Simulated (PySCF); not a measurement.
Compound: B2BrH7N2.
Atom-mapped SMILES: `[Br:1][BH-:2]1[NH2+:3][BH2-:4][NH2+:5]1` (hydrogens: H6 on B2; H7, H8 on N3; H9, H10 on B4; H11, H12 on N5)

Structure used (PBE0-D3(BJ)/def2-SVP), in Å, numbered top down from 1:
```xyz
12
B2BrH7N2 angstrom
Br     2.3834   -0.1888   -1.3889
B      0.9537   -0.2375    0.0121
N     -0.0484    0.9742   -0.1139
B     -1.2220   -0.1161   -0.1703
N     -0.1588   -1.3071   -0.3154
H      1.4001   -0.3572    1.1301
H     -0.0541    1.6119    0.6776
H      0.0667    1.5183   -0.9672
H     -1.9308    0.0055   -1.1500
H     -1.8045   -0.1825    0.8944
H     -0.0878   -1.7012   -1.2515
H     -0.2314   -2.0696    0.3527
```

Level of theory: core-valence-separated Tamm–Dancoff BHandHLYP/aug-pcX-1 (pcseg-1 on H, def2-SVPD on Br) in PySCF, non-relativistic, gas phase, PBE0-D3(BJ)/def2-SVP geometry. The energies are unshifted.

**Question.** List the nitrogen K-edge absorption lines.

**Answer.** 
```
E (eV)       f  core hole on               main final orbital
400.19  0.0277         N3/N5       LUMO+1 (2 roots, f summed)
400.83  0.0610         N3/N5       LUMO+2 (2 roots, f summed)
401.96  0.0003         N3/N5  LUMO/LUMO+1 (2 roots, f summed)
402.59  0.0005         N3/N5       LUMO+3 (2 roots, f summed)
402.73  0.0155         N3/N5       LUMO+4 (2 roots, f summed)
```

The first line with a tenth or more of the strongest one's intensity is at 400.19 eV (f = 0.028, sum of 2), with the hole on N3/N5 (nitrogen bonded to 2 B and 2 H). The strongest listed is at 400.83 eV (f = 0.061, sum of 2; N3/N5).

**Question.** What does the B 1s absorption edge look like?

**Answer.** 
| E (eV) | f | core hole on | main final orbital |
| --- | --- | --- | --- |
| 189.96 | 0.0262 | B4 | LUMO (64 %) |
| 190.06 | 0.0141 | B4 | LUMO+1 (81 %) |
| 190.55 | 0.0168 | B4 | LUMO+2 (67 %) |
| 190.78 | 0.0634 | B2 | spread |
| 191.14 | 0.0006 | B4 | LUMO+3 (66 %) |
| 191.51 | 0.0166 | B2 | LUMO+1 (72 %) |
| 191.54 | 0.0297 | B2 | LUMO (60 %) |
| 191.77 | 0.0252 | B4 | LUMO (32 %) |
| 191.81 | 0.0011 | B4 | LUMO+4 (33 %) |
| 192.18 | 0.0070 | B4 | LUMO+5 (66 %) |
| 192.24 | 0.0060 | B4 | LUMO+6 (65 %) |

The first line with a tenth or more of the strongest one's intensity is at 189.96 eV (f = 0.026), with the hole on B4 (four-coordinate boron). The strongest listed is at 190.78 eV (f = 0.063; B2).

Roots within 0.03 eV whose holes lie on the same, on equivalent or on shared atoms are summed into one line, and the highest roots are left out, as the search may have cut off their partners. Final orbitals are the ground state's empty Kohn–Sham orbitals.

The ionisation thresholds weren't computed; near and above them a finite basis only mimics Rydberg series and continuum. The BHandHLYP/aug-pcX-1 (pcseg-1 on H, def2-SVPD on Br) calculation is non-relativistic and has no spin–orbit coupling, an omission that weighs most on bromine.

One conformer stands for the species.
